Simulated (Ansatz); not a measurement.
A nudged elastic band was laid between two geometries of C$_{3}$H$_{12}$NPSi (18 atoms, charge 0, multiplicity 1).

Level of theory: Ansatz, RKS r2SCAN-D4/STO-3G.

```
movable images  : 5
climbing image  : yes
spring          : 5.0 eV/Å²
optimiser       : quadratic models (default)
start path      : through a guess of the saddle point
force threshold : 0.03 eV/Å
iteration limit : 35
end points      : relaxed
```

Image 0:

```xyz
18
Properties=species:S:1:pos:R:3
C 0.757 -0.504 1.655
C 0.693 0.100 0.224
C 1.755 -0.571 -0.694
Si -1.028 -0.062 -0.560
N -0.859 0.604 -2.215
P -2.649 0.874 0.675
H 0.049 -0.003 2.332
H 0.515 -1.577 1.639
H 1.767 -0.393 2.077
H 0.945 1.172 0.300
H 1.698 -0.160 -1.713
H 1.585 -1.656 -0.754
H 2.770 -0.407 -0.303
H -1.350 -1.465 -0.735
H -0.732 1.648 -2.138
H -1.796 0.532 -2.694
H -1.780 1.860 1.191
H -2.377 0.018 1.764
```

Image 6:

```xyz
18
Properties=species:S:1:pos:R:3
C 0.752 -0.614 1.615
C 0.611 0.122 0.253
C 1.699 -0.386 -0.737
Si -1.141 -0.097 -0.482
N -1.284 0.532 -2.155
P -2.718 0.886 0.743
H 0.025 -0.236 2.348
H 0.586 -1.694 1.493
H 1.760 -0.472 2.033
H 0.797 1.196 0.430
H 1.649 0.155 -1.694
H 1.570 -1.459 -0.943
H 2.706 -0.241 -0.319
H -1.383 -1.523 -0.576
H -0.543 0.054 -2.734
H -0.948 1.532 -2.154
H -1.903 2.008 1.010
H -2.273 0.250 1.922
```

Which bonds break or form, and what moves?

No bond is made or broken. The dihedral P6–Si4–N5–H16 goes from -55 to 72°.

What energy profile does the band end with?

The forces met the threshold. The highest image is number 3 of 0 to 6, 0.091 eV above the first end and 0.070 eV above the last; the last end lies 0.022 eV above the first. A vibrational analysis at the climbing image gives one clearly imaginary mode, 213i cm⁻¹: a first-order saddle point. Limits of this set-up: minimal basis.

```csv
image,path coordinate (Å),energy (eV),dihedral P6–Si4–N5–H16 (°)
0,0.00,0.000,-55
1,0.49,0.020,-34
2,0.98,0.066,-11
3,1.47,0.091,13
4,2.10,0.058,42
5,2.73,0.026,66
6,3.36,0.022,72
```

What is the geometry of the highest image?


```xyz
18
Properties=species:S:1:pos:R:3:forces:R:3
C 0.754 -0.462 1.634 0.01 0.00 0.00
C 0.665 0.110 0.191 -0.01 -0.01 -0.01
C 1.746 -0.559 -0.707 0.00 0.00 0.00
Si -1.071 -0.134 -0.558 0.01 0.01 0.00
N -1.115 0.555 -2.221 0.00 0.00 0.00
P -2.739 0.707 0.658 0.00 0.01 0.00
H 0.042 0.039 2.307 0.00 0.00 0.00
H 0.532 -1.540 1.641 0.00 0.00 0.00
H 1.765 -0.324 2.045 0.00 0.00 0.00
H 0.889 1.190 0.243 0.00 0.00 0.00
H 1.728 -0.155 -1.729 0.00 0.00 0.00
H 1.581 -1.645 -0.768 0.00 0.00 0.00
H 2.752 -0.392 -0.293 0.00 0.00 0.00
H -1.269 -1.568 -0.670 0.00 0.00 0.00
H -0.190 1.033 -2.387 0.00 0.00 0.00
H -1.780 1.373 -2.214 0.00 0.00 0.00
H -1.968 1.814 1.078 0.01 0.00 0.01
H -2.361 -0.030 1.800 0.00 -0.01 0.00
```

What are the harmonic wavenumbers there?

213i, 47, 107, 142, 196, 208, 233, 258, 299, 323, 425, 540, 647, 719, 831, 854, 929, 936, 985, 991, 1021, 1074, 1153, 1162, 1211, 1302, 1383, 1426, 1480, 1577, 1595, 1701, 1710, 1712, 1717, 1872, 2635, 2745, 2789, 3306, 3307, 3354, 3477, 3479, 3484, 3486, 3516, 3700 cm⁻¹.

Time of the run: 17 min on 1 thread of Intel(R) Xeon(R) Processor @ 2.50GHz (Skylake/Cascade Lake), on a shared host, peak memory 0.16 GiB.
